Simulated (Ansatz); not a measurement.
```yaml
crystal:
  periodic: [false, false, false]
  atoms:
    - {symbol: O, position_ang: [-1.102250, 1.234890, -0.382017]}
    - {symbol: C, position_ang: [-0.286213, 1.531716, 0.860639]}
    - {symbol: Al, position_ang: [-0.458325, -0.381661, 0.541890]}
    - {symbol: Si, position_ang: [1.206070, -1.569349, -0.803209]}
    - {symbol: H, position_ang: [-2.009560, 1.534757, -0.278607]}
    - {symbol: H, position_ang: [-0.911696, 2.038546, 1.593202]}
    - {symbol: H, position_ang: [0.543339, 2.161688, 0.550995]}
    - {symbol: H, position_ang: [-1.701674, -1.078497, 1.248233]}
    - {symbol: H, position_ang: [2.121755, -2.380808, 0.053583]}
    - {symbol: H, position_ang: [2.068262, -0.632121, -1.581810]}
    - {symbol: H, position_ang: [0.595689, -2.516262, -1.782399]}
basis:
  gaussian: {orbitals: def2-mTZVP}
hamiltonian: {xc: {name: BLYP}}
```

```sh
$ ansatz run in.yaml --threads 2 --pin off --events-out ev --progress --plain --max-ram 4352MiB
```

Output, abridged:

```
Functional definition: BLYP
1089 factors; their error is unknown
mean field evaluation 1: about -17662.0924 eV, gradient 6.6e1 eV
mean field evaluation 2: about -17629.5311 eV, gradient 1.3e2 eV
mean field evaluation 4: about -17671.3950 eV, gradient 1.5e1 eV
mean field evaluation 8: about -17671.8113 eV, gradient 1.3e-1 eV
mean field evaluation 16: about -17671.7712 eV, gradient 2.3e-4 eV
mean field -17671.77117676 eV, -649.4256123894 hartree, gradient 5.8e-5 eV, S^2 0.000000; 0 other end points of the search recorded, 0 dependent functions left out
reference -17671.77159529 eV, -649.4256277698 hartree; 24, 24 occupied and 84, 84 virtual orbitals, 1089 factors
Total energy: -17671.77159529 eV, -649.4256277698 hartree
```

It took 1.8 s on 2 threads of an Arm Neoverse V1 on a shared host, with 0.14 GiB of host memory at the peak.
